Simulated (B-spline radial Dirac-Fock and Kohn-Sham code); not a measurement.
ΔSCF core binding energies without Breit or QED terms, calculated with an atomic code on a B-spline grid.

A sound run for neutral iridium in the configuration [Xe] 4f14 5d7 6s2: The ground state converged in 11 iterations, with total energy -17846.76054 Ha, virial ratio 1.87828 and highest orbital energy -8.15 eV. ΔSCF binding energies: K (1s) 76517.1 eV, L3 (2p3/2) 11257.9 eV, M5 (3d5/2) 2054.7 eV.

A second run, with one unsound setting: The ground state converged in 12 iterations, with total energy -8959.32090 Ha, virial ratio 2.64264 and highest orbital energy -3.47 eV. ΔSCF binding energies: K (1s) 9741.7 eV, L3 (2p3/2) 5559.1 eV, M5 (3d5/2) 2158.3 eV.

```
iter   energy (Ha)        error
   1    -8827.69135809  1.02e+01
   2    -8900.78734597  2.96e+00
   3    -8957.62510275  4.59e-01
   4    -8959.27409171  1.22e-01
   5    -8959.30898092  3.87e-02
   6    -8959.31979230  1.10e-02
   7    -8959.32085213  1.05e-03
   8    -8959.32089695  2.15e-04
   9    -8959.32090034  3.92e-05
  12    -8959.32090047  2.56e-07
```

Question: Which fault fits the second run best?
A. unbound anion
B. too few iterations
C. damping too heavy
D. nuclear radius in wrong units

Answer: D. The input had radius_factor = 1000.0: radius_factor inflates the nucleus far beyond its size, which weakens the binding of the inner electrons.
